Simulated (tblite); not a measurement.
Species: C6H7N3.
Geometry (GFN2-xTB, Å), atoms numbered from 1 in this order:
```xyz
16
C6H7N3 angstrom
C      2.5595   -0.8451    1.1891
C      1.9058   -0.7624    0.1905
C      1.0741   -0.6269   -0.9929
N      0.0916    0.4125   -0.8287
N      0.1393    1.5263   -1.5548
N     -0.8313    2.2819   -1.2111
C     -1.5413    1.6767   -0.2414
C     -0.9609    0.4549    0.0275
C     -1.3004   -0.6388    0.9661
H      3.1536   -0.9272    2.0501
H      0.5768   -1.5822   -1.2042
H      1.6919   -0.3407   -1.8497
H     -2.4031    2.1354    0.1966
H     -0.4533   -0.8629    1.6144
H     -2.1497   -0.3462    1.5773
H     -1.5600   -1.5464    0.4189
```

Method: GFN2-xTB as coded in tblite; computed harmonic values from a numerical Hessian at the method's own geometry, unscaled. Against measured fundamentals such values can be off by several per cent, at times by over 20. One conformer, not necessarily the lowest.

Harmonic wavenumbers (cm⁻¹): 54.1, 97.6, 113.8, 220.7, 224.7, 274.1, 293.1, 371.8, 443.2, 623.3, 646.3, 648.6, 685.2, 700.4, 787.3, 826.6, 934.0, 964.8, 991.3, 1003.3, 1038.5, 1101.5, 1128.4, 1190.0, 1268.2, 1294.2, 1305.2, 1364.9, 1402.1, 1405.0, 1439.8, 1471.5, 1475.9, 1562.4, 2291.8, 2912.4, 2968.2, 2989.1, 3010.6, 3057.3, 3189.1, 3395.9.

A = 3028, B = 1358, C = 1077 MHz; mass 121.064 u (most abundant isotopes); point group C1, symmetry number 1.

Task: What is the zero-point energy?

Result: Half the sum of the wavenumbers: 26583 cm⁻¹ = 318.00 kJ/mol.

Task: Entropy at 298.15 K, 1 bar (ideal gas, RRHO, classical rotation)?

Result: Translation 168.67, rotation 119.98, vibration 97.08: S = 385.7 J/(mol K).

Task: And Cp and H(298.15 K) − H(0)?

Result: Cp = 139.67 J/(mol K), of which vibrations give 106.42 (their classical limit is 42 R = 349.2); H(298.15 K) − H(0) = 25.56 kJ/mol without the zero-point energy, 15.65 from vibrations.

Task: How do the functions run with temperature in this model?

Result: 
```csv
T (K),S (J/(mol K)),Cp (J/(mol K)),H − H(0) (kJ/mol),G − H(0) (kJ/mol),ln q(vib)
50,238.3,49.7,1.98,-9.94,0.34
100,278.9,69.3,4.96,-22.93,1.24
373.15,420.0,166.6,37.06,-119.67,6.96
500,474.4,205.8,60.78,-176.45,9.66
750,569.0,259.6,119.51,-307.22,14.86
1000,648.6,293.6,188.95,-459.69,19.73
```

q(vib) and H(0) count from the zero-point level.

Task: What must be added to the electronic energy to get the Gibbs energy at 298.15 K and 1 bar?

Result: ZPE + [H(298.15 K) − H(0)] − T·S = 318.00 + 25.56 − 115.01 = 228.55 kJ/mol.

Task: Blend soft modes into free rotors: weight 1/[1 + (100 cm⁻¹/ν̃)⁴] for the oscillator and the rest for a rotor with moment μB/(μ + B), μ = h/(8π²ν), B = 10⁻⁴⁴ kg m². What vibrational entropy results?

Result: 90.47 J/(mol K) in place of 97.08, which changes −T·S at 298.15 K by +1.97 kJ/mol.

Task: Which modes carry the vibrational entropy at 298.15 K?

Result: 54.1 cm⁻¹: 19.50; 97.6 cm⁻¹: 14.65; 113.8 cm⁻¹: 13.40; 220.7 cm⁻¹: 8.17; 224.7 cm⁻¹: 8.04; 274.1 cm⁻¹: 6.57 J/(mol K); the other 36 give 26.75 together.

Hindered rotation and anharmonicity are outside this model. Other conformers, if any are populated, would add a mixing term that is left out. The structure is chiral; the term R ln 2 for an equal mix with its mirror image is left out.
